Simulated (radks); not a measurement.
All-electron atom: the calcium ion Ca4+ in [Ne] 3s2 3p4.

Calculated with a radial shooting solver on a logarithmic mesh with Libxc functionals: scalar-relativistic Kohn-Sham, BP86, spin-unpolarised, spherical densities, point nucleus.

Energy parts (hartree):
total: -675.54526
kinetic: 680.27737
electron-nucleus: -1572.06429
Hartree: 250.90513
exchange-correlation: -34.66346

Orbitals (lengths in bohr, moments of r in powers of bohr; <r^-3> diverges for s and p1/2):
\begin{tabular}{lrrrrr}
orbital & occ. & eigenvalue (hartree) & <r^2> & <r> & <r^-3> \\ \hline
1s & 2 & -147.4084 & 0.007938 & 0.07682 & - \\
2s & 2 & -17.35804 & 0.1565 & 0.3636 & - \\
2p & 6 & -14.44081 & 0.1321 & 0.3269 & 187.9 \\
3s & 2 & -3.58759 & 1.374 & 1.096 & - \\
3p & 4 & -2.84759 & 1.558 & 1.159 & 23.67 \\
\end{tabular}

The highest occupied level is 3p at -77.487 eV. The density falls to 0.001 e/bohr^3 at r = 2.65 bohr. Summed over all electrons, <r^2> = 10.10 bohr^2, which gives a Langevin (diamagnetic) susceptibility term of -8 x 10^-6 cm^3/mol. For comparison, the ionisation energy in NIST's Atomic Spectra Database is 84.3 eV (semi-empirical). In exact Kohn-Sham theory the highest level is minus the ionisation energy, but local and semilocal functionals leave it too shallow, through self-interaction and a potential that decays too fast; potentials with the right tail come closer.

Beside tabulated values, note that spin-unpolarised runs miss the spin-polarisation part of the exchange energy of open shells.
